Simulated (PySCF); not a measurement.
Compound: C₇H₁₂P (charge +1).
SMILES with atom numbers: `[CH2:1]=[CH:2][P+:3]([CH3:4])([CH3:5])[C:6]#[C:7][CH3:8]` (hydrogens: H9, H10 on C1; H11 on C2; H12, H13, H14 on C4; H15, H16, H17 on C5; H18, H19, H20 on C8)

Geometry (PBE0-D3(BJ)/def2-SVP, Å), atoms numbered from 1 in this order:
```
atom  x, y, z in Å
C1    -1.262    2.249   -0.396
C2    -1.744    1.089    0.054
P3    -0.736   -0.370    0.277
C4    -1.375   -1.701   -0.753
C5    -0.793   -0.879    2.003
C6     0.892   -0.023   -0.173
C7     2.048    0.180   -0.498
C8     3.418    0.419   -0.881
H9    -0.207    2.375   -0.659
H10   -1.917    3.117   -0.515
H11   -2.802    0.969    0.316
H12   -0.760   -2.602   -0.613
H13   -2.414   -1.917   -0.462
H14   -1.342   -1.389   -1.806
H15   -0.383   -0.074    2.629
H16   -0.198   -1.794    2.137
H17   -1.838   -1.073    2.289
H18    3.576    0.142   -1.935
H19    3.673    1.483   -0.757
H20    4.101   -0.178   -0.257
```

The closed-shell ground state was solved at several levels (PySCF, density fitting, gas phase, non-relativistic).

| level | basis functions | total energy (Eh) | HOMO (eV) | LUMO (eV) | gap (eV) |
| --- | --- | --- | --- | --- | --- |
| PBE0/pcSseg-1 | 203 | -614.5075 | -12.42 | -5.11 | 7.31 |
| wB97X-D/def2-SVPD | 260 | -614.6377 | -14.21 | -3.26 | 10.95 |

(1) What might wB97X-D/pcSseg-1 (203 basis functions) give for the same quantities?

Results:

(1) Total energy -614.8792 Eh, HOMO -14.27 eV, LUMO -3.31 eV, gap 10.96 eV.

One conformer stands for the species.

wB97X-D is run here without its empirical dispersion term; that term would change no orbital, density or response property at a fixed geometry.
